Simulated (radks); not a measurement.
Results of a calculation; reference values are marked as such.
How relativity changes the ionisation of the thulium ion Tm2+ ([Xe] 4f13) to Tm3+ ([Xe] 4f12). Spin-unpolarised spherical Kohn-Sham, LDA (Slater exchange, Perdew-Wang correlation), point nucleus unless stated (finite: rms radius 5.2256 fm), a radial shooting solver on a logarithmic mesh with Libxc functionals. A level marked "c x" has the speed of light scaled by that factor and shares open shells by 2j + 1; other Dirac levels either fill j = l - 1/2 first or share by 2j + 1.

level,E(Tm2+) (hartree),E(Tm3+) (hartree),IE (eV),HOMO,<r> HOMO (bohr)
non-rel.,-12936.1149,-12934.9720,31.101,4f,0.7601
scalar-rel.,-13558.3290,-13557.3455,26.763,4f,0.7986
"scalar-rel., finite nucleus",-13556.8716,-13555.8880,26.765,4f,0.7986
"Dirac, 2j+1 shares",-13572.9996,-13572.0195,26.670,4f7/2,0.8082
"Dirac, low j first",-13573.0186,-13572.0597,26.091,4f7/2,0.8086
"Dirac, 2j+1 shares, finite nucleus",-13571.5313,-13570.5511,26.672,4f7/2,0.8081
"Dirac, c x 0.75",-14222.3194,-14221.4538,23.554,4f7/2,0.8592
"Dirac, c x 10",-12941.7081,-12940.5668,31.055,4f7/2,0.7605
"Dirac, c x 100",-12936.1708,-12935.0279,31.100,4f7/2,0.7601

NIST Atomic Spectra Database: 23.66 eV (semi-empirical). The relativistic part of the total energy of Tm2+ is -635.4 hartree (Dirac, 2j+1 shares, finite nucleus), 4.9 % of the non-relativistic value. Spin polarisation and multiplet splitting of open shells are left out at every level.

Beside tabulated values, note that relativity, absent from the non-relativistic runs, is large for the heavy elements, and spin-unpolarised runs miss the spin-polarisation part of the exchange energy of open shells.
